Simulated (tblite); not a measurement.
Species: C6H12GeOSi.
Numbering: `[CH3:1][CH2:2][SiH2:3][GeH2:4][c:5]1[cH:6][cH:7][cH:8][o:9]1` (hydrogens: H10, H11, H12 on C1; H13, H14 on C2; H15, H16 on Si3; H17, H18 on Ge4; H19 on C6; H20 on C7; H21 on C8)

Computed with GFN2-xTB (tblite), gas phase: L-BFGS steps from a force-field or distance-geometry start until the largest atomic force falls under 0.01 eV/Å.

The end geometry, which sets the zero of energy:
```
atom  x, y, z in Å
C1     -3.6038   -0.2351   -0.1445
C2     -2.9158    0.7763    0.7633
Si3    -1.1276    1.1366    0.2151
Ge4     0.0275   -0.8896   -0.0565
C5      1.9362   -0.5409   -0.0244
C6      3.0825   -1.2371   -0.2811
C7      4.1582   -0.3471   -0.0580
C8      3.5931    0.8312    0.3181
O9      2.2573    0.7271    0.3414
H10    -3.6528    0.1350   -1.1667
H11    -4.6194   -0.4378    0.1920
H12    -3.0535   -1.1772   -0.1499
H13    -2.9163    0.3950    1.7864
H14    -3.4917    1.7020    0.7766
H15    -1.1463    1.8644   -1.0615
H16    -0.4805    1.9825    1.2229
H17    -0.2128   -1.9632    0.9851
H18    -0.2093   -1.6665   -1.3323
H19     3.1443   -2.2618   -0.5913
H20     5.2034   -0.5561   -0.1650
H21     4.0184    1.7792    0.5846
```

Question: These geometries come from the run, each turned onto the end geometry. Order them by energy, lowest first.
A.
```
atom  x, y, z in Å
C1     -3.5733   -0.3552   -0.1400
C2     -3.0192    0.7413    0.7586
Si3    -1.2564    1.2668    0.2597
Ge4     0.0631   -0.6567   -0.0459
C5      1.9949   -0.4302   -0.0220
C6      3.0553   -1.2545   -0.2757
C7      4.2260   -0.4888   -0.0708
C8      3.7972    0.7499    0.2927
O9      2.4570    0.7972    0.3251
H10    -3.5734   -0.0348   -1.1791
H11    -4.5945   -0.6118    0.1370
H12    -2.9640   -1.2553   -0.0621
H13    -3.0259    0.3898    1.7910
H14    -3.6824    1.6055    0.7132
H15    -1.3535    1.9909   -1.0172
H16    -0.7183    2.1654    1.2901
H17    -0.2079   -1.7616    0.9522
H18    -0.2126   -1.3851   -1.3444
H19     3.0052   -2.2842   -0.5714
H20     5.2414   -0.8180   -0.1776
H21     4.3323    1.6463    0.5409
```
B.
```
atom  x, y, z in Å
C1     -3.5432   -0.3386   -0.1474
C2     -2.9835    0.7570    0.7515
Si3    -1.2112    1.2553    0.2515
Ge4     0.0321   -0.7140   -0.0396
C5      1.9529   -0.4558   -0.0273
C6      3.0334   -1.2526   -0.2776
C7      4.1843   -0.4586   -0.0659
C8      3.7226    0.7683    0.2983
O9      2.3815    0.7830    0.3234
H10    -3.6143    0.0008   -1.1784
H11    -4.5339   -0.6463    0.1808
H12    -2.8977   -1.2170   -0.1264
H13    -2.9892    0.4035    1.7837
H14    -3.6463    1.6218    0.7235
H15    -1.2582    1.9962   -1.0190
H16    -0.6183    2.1299    1.2712
H17    -0.2199   -1.8081    0.9786
H18    -0.2483   -1.4454   -1.3355
H19     3.0050   -2.2813   -0.5773
H20     5.2097   -0.7583   -0.1687
H21     4.2336    1.6771    0.5549
```
C.
```
atom  x, y, z in Å
C1     -3.5581   -0.2928   -0.1452
C2     -2.9396    0.7704    0.7533
Si3    -1.1620    1.2093    0.2237
Ge4     0.0174   -0.8010   -0.0662
C5      1.9352   -0.5075   -0.0192
C6      3.0521   -1.2497   -0.2781
C7      4.1628   -0.4015   -0.0652
C8      3.6451    0.7996    0.3070
O9      2.3065    0.7485    0.3366
H10    -3.6420    0.0644   -1.1700
H11    -4.5544   -0.5670    0.1991
H12    -2.9376   -1.1908   -0.1452
H13    -2.9345    0.4024    1.7815
H14    -3.5671    1.6618    0.7464
H15    -1.1913    1.9703   -1.0328
H16    -0.5435    2.0373    1.2648
H17    -0.2678   -1.8502    0.9876
H18    -0.2034   -1.5905   -1.3362
H19     3.0673   -2.2783   -0.5812
H20     5.1991   -0.6489   -0.1740
H21     4.1070    1.7310    0.5673
```
D.
```
atom  x, y, z in Å
C1     -3.6049   -0.3957   -0.1444
C2     -2.9946    0.6972    0.7348
Si3    -1.2457    1.1792    0.2082
Ge4     0.0943   -0.6562   -0.0536
C5      1.9748   -0.2583    0.0411
C6      2.9514   -1.1552   -0.2426
C7      4.1868   -0.4930   -0.0773
C8      3.8812    0.7659    0.2949
O9      2.5420    0.9348    0.3682
H10    -3.5485   -0.1129   -1.2019
H11    -4.6668   -0.5317    0.0827
H12    -3.1179   -1.3679    0.0376
H13    -2.9669    0.3334    1.7644
H14    -3.6220    1.5940    0.7009
H15    -1.3878    1.9765   -1.0166
H16    -0.7156    2.0246    1.2853
H17    -0.2099   -1.7271    1.0319
H18    -0.1478   -1.2715   -1.4389
H19     2.8138   -2.1668   -0.5234
H20     5.1687   -0.8915   -0.2004
H21     4.6065    1.5392    0.5033
```
E.
```
atom  x, y, z in Å
C1     -3.6096   -0.3733   -0.1400
C2     -3.0418    0.7237    0.7562
Si3    -1.2826    1.2744    0.2481
Ge4     0.0755   -0.6270   -0.0552
C5      1.9994   -0.3679    0.0023
C6      3.0235   -1.2319   -0.2628
C7      4.2228   -0.5127   -0.0764
C8      3.8488    0.7421    0.2893
O9      2.5106    0.8417    0.3402
H10    -3.5436   -0.0907   -1.1897
H11    -4.6552   -0.5664    0.1006
H12    -3.0477   -1.2968   -0.0004
H13    -3.0263    0.3633    1.7874
H14    -3.7162    1.5818    0.7379
H15    -1.3545    2.0296   -1.0087
H16    -0.7404    2.1711    1.2727
H17    -0.1482   -1.7522    0.9426
H18    -0.0952   -1.3703   -1.3658
H19     2.9246   -2.2576   -0.5534
H20     5.2210   -0.8784   -0.1988
H21     4.4261    1.6145    0.5280
```

Answer: C (0.006 eV), B (0.014 eV), A (0.025 eV), E (0.044 eV), D (0.293 eV).

In the order of the answer:

```tsv
step	E above end (eV)	largest force (eV/Å)	rms force component (eV/Å)	rms distance from end (Å)	rms bond change (Å)	bond most changed (Å)
65	0.006	0.05	0.013	0.085	0.001	C2–Si3 +0.001
42	0.014	0.07	0.025	0.160	0.001	C2–Si3 +0.003
32	0.025	0.07	0.022	0.206	0.002	Ge4–C5 +0.005
18	0.044	0.09	0.031	0.245	0.003	Si3–Ge4 +0.008
1	0.293	0.74	0.247	0.283	0.019	Si3–Ge4 -0.060
```

What follows is the cost of the whole relaxation. Time: 1.5 s of wall time. Hardware: Arm Neoverse N1, one thread, shared host.
